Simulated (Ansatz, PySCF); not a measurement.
Molecule: tin monoxide, SnO, charge 0, multiplicity 1. SMILES: [Sn]=[O]
Geometry: optimised at B3LYP-D3(BJ)/def2-TZVP (Ansatz, a program for electronic structure).

Unscaled harmonic wavenumbers (cm⁻¹) in rising order, each level at the stationary point that it reaches from this structure (no distance between atoms moves by over 0.3 Å); the order of modes can differ between levels, and a negative number is imaginary. B3LYP-D3(BJ)/def2-TZVP (PySCF, at the structure above): 846.

HF/3-21G (Ansatz): 992. Zero-point energy 1.4 against 1.2 kcal/mol; where all levels lie over 400 cm⁻¹, the wavenumbers are on average 1.172 times those of B3LYP-D3(BJ)/def2-TZVP.

HF/6-31G* with LANL2DZ past Ar (Ansatz): 948. Zero-point energy 1.4 against 1.2 kcal/mol; where all levels lie over 400 cm⁻¹, the wavenumbers are on average 1.120 times those of B3LYP-D3(BJ)/def2-TZVP.
